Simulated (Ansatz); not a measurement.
`[SeH][SiH]1BC1` and `Br[SiH]1BC1` differ in one atom or group.

Ansatz, PBE0-D4/def2-TZVP geometries, multiplicity 1. Each molecule was computed in one conformer, which needn't be the lowest.

Scalar relativity is left out up to krypton.

```tsv
property	`[SeH][SiH]1BC1`
LUMO energy (B3LYP/def2-TZVPP) / eV	-1.50
LUMO energy (PBE0/def2-TZVPP) / eV	-1.33
HOMO energy (PBE0/def2-TZVPP) / eV	-6.76
HOMO–LUMO gap (B3LYP/def2-TZVPP) / eV	5.04
size of the dipole moment (PBE/def2-TZVPP) / D	1.64
HOMO–LUMO gap (PBE/def2-TZVPP) / eV	3.54
```

Problem. Give the same properties after the change, and the shifts. (Best estimate.)

Solution. The calculation gave: 
```json
{"property": "LUMO energy (B3LYP/def2-TZVPP) / eV", "`Br[SiH]1BC1`": "-1.70", "shift": "-0.20"}
{"property": "LUMO energy (PBE0/def2-TZVPP) / eV", "`Br[SiH]1BC1`": "-1.54", "shift": "-0.21"}
{"property": "HOMO energy (PBE0/def2-TZVPP) / eV", "`Br[SiH]1BC1`": "-7.15", "shift": "-0.39"}
{"property": "HOMO–LUMO gap (B3LYP/def2-TZVPP) / eV", "`Br[SiH]1BC1`": "5.24", "shift": "0.20"}
{"property": "size of the dipole moment (PBE/def2-TZVPP) / D", "`Br[SiH]1BC1`": "1.34", "shift": "-0.30"}
{"property": "HOMO–LUMO gap (PBE/def2-TZVPP) / eV", "`Br[SiH]1BC1`": "3.66", "shift": "0.12"}
```

With PBE0 the HOMO falls by 0.39 eV and the LUMO falls by 0.21 eV, so the gap widens by about 0.18 eV. PBE moves the HOMO by -0.35 eV and ωB97M-V by -0.42 eV. The zero-point energy changes by -19.2 kJ/mol with -3 modes. Dipoles are sizes alone; their direction can turn.

B3LYP here is the variant with VWN-RPA as its local correlation; programs differ in this.

Spin–orbit coupling is left out; it splits and shifts lone-pair levels of the heavy atoms by tenths of an eV.
